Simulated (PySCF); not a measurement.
Below is a simulated gas-phase C 1s photoelectron spectrum of `C#[C][GeH]1[CH2]C=C[CH2]1`.

Every computed line was given a Gaussian of 0.6 eV full width at half maximum and an area set by the number of equivalent atoms; the highest printed point is 100. Level of theory: delta-SCF UKS SCAN, pcX-2 on the ionised atom, pcseg-1 elsewhere, spin-free X2C in PySCF 2.14.0.

binding energy (eV), intensity and a bar:
```
    289.2          0 
    289.3          1 
    289.4          2 #
    289.5          5 ##
    289.6         13 ####
    289.7         25 ########
    289.8         44 #############
    289.9         67 ####################
    290.0         88 ##########################
    290.1        100 ##############################
    290.2         98 #############################
    290.3         83 #########################
    290.4         61 ##################
    290.5         38 ############
    290.6         21 ######
    290.7         10 ###
    290.8          4 #
    290.9          1 
    291.0          0
```

Count the maxima, the lines and the sites behind this envelope.

The curve has 1 maximum (at 290.1 eV). Under it lie 4 lines from 4 inequivalent carbon sites. At this width some lines have no maximum of their own.

Decompose the envelope and assign each component. Numbering: `[CH:1]#[C:2][GeH:3]1[CH2:4][CH:5]=[CH:6][CH2:7]1`.

```tsv
position (eV)	relative area	line	atoms	environment
290.03	1	C 1s	C2	alkyne carbon
290.08	1	C 1s	C1	terminal alkyne carbon
290.17	2	C 1s	C4/C7	sp3 carbon bound to germanium
290.18	2	C 1s	C5/C6	alkene CH carbon
```

What are the centre and the root-mean-square width of the whole band?

The area-weighted mean of the lines is 290.14 eV. Their own spread about it is 0.06 eV (rms) and each Gaussian has σ = 0.6/2.355 = 0.25 eV; the variances add, which gives 0.26 eV.

The 4 C 1s values lie within 0.15 eV of each other; Gaussian lines of 0.5 eV full width would blend them into one maximum.

The curve has no shake-up lines and no vibrational structure. Atoms equivalent by their bonding share one computed value, that of the first of them. The unrestricted hole states depart most from a pure doublet (⟨S²⟩ = 0.75; over 0.85 named) for C 1s of C2 (0.87), which makes this value less certain. Isolated species at its PBE0-D3(BJ)/def2-SVP geometry, gas phase.
